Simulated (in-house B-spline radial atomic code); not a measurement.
The numbers below are computed, except where a source is named.
## What the choice of pseudopotential does to G0W0 on PBE: Ca⁺

All numbers come from a B-spline radial code for spherical atoms, non-relativistic, configuration [Ar] 4s1, open shells at high spin. Semilocal Troullier-Martins pseudo-atoms, one channel per l, are made with PBE or LDA for several valence sets and radii, with or without a model core, and set against the all-electron atom. One channel fits only the lowest state of its l, so a second state of that l is approximate. All electrons give 4s up: PBE -9.303 eV, G0W0 -12.315 eV. Potentials are made in the ion's own configuration unless the neutral atom is named, and a smooth local potential serves every l without a channel. Potentials that miss their own reference levels by more than 6 millihartree, or need radii over 3.5 bohr, are left out. Columns give pseudo minus all-electron, in eV; a dash marks a level in the core or of low weight.

| valence | made with | radii (bohr) | model core (bohr) | 4s up PBE | 4s up G0W0 |
| --- | --- | --- | --- | --- | --- |
| 3p 4s | PBE, neutral atom | s 3.08 p 0.94 d 2.16 | none | 0.00 | -0.29 |
| 3p 4s | PBE, neutral atom | s 3.40 p 1.05 d 2.40 | none | 0.00 | -0.29 |
| 3p 4s | PBE | s 3.40 p 1.36 d 3.12 | none | -0.02 | -0.31 |
| 3p 4s | PBE, neutral atom | s 2.73 p 0.84 d 1.92 | 0.65 | +0.01 | -0.29 |
| 3p 4s | PBE, neutral atom | s 3.08 p 0.94 d 2.16 | 0.65 | 0.00 | -0.28 |
| 3p 4s | PBE, neutral atom | s 3.40 p 1.05 d 2.40 | 0.65 | 0.00 | -0.29 |
| 3p 4s | PBE, neutral atom | s 3.40 p 1.21 d 2.76 | 0.65 | 0.00 | -0.29 |
| 3s 3p 4s | PBE, neutral atom | s 0.81 p 0.84 d 1.92 | none | -0.08 | -0.11 |
| 3s 3p 4s | PBE, neutral atom | s 0.91 p 0.94 d 2.16 | none | -0.05 | -0.07 |
| 3s 3p 4s | PBE, neutral atom | s 0.81 p 0.84 d 1.92 | 0.62 | -0.08 | -0.11 |
| 3s 3p 4s | PBE | s 0.91 p 0.94 d 2.16 | 0.62 | -0.04 | -0.06 |
| 3s 3p 4s | PBE, neutral atom | s 1.16 p 1.21 d 2.76 | 0.62 | -0.05 | -0.07 |

**Question.** How does the G0W0 shift of 4s up, which all sets hold, depend on the valence set?

**Answer.** Mean size: 3s 3p 4s: 0.08 eV; 3p 4s: 0.29 eV. The means mix radii and the functional used in making the potentials.
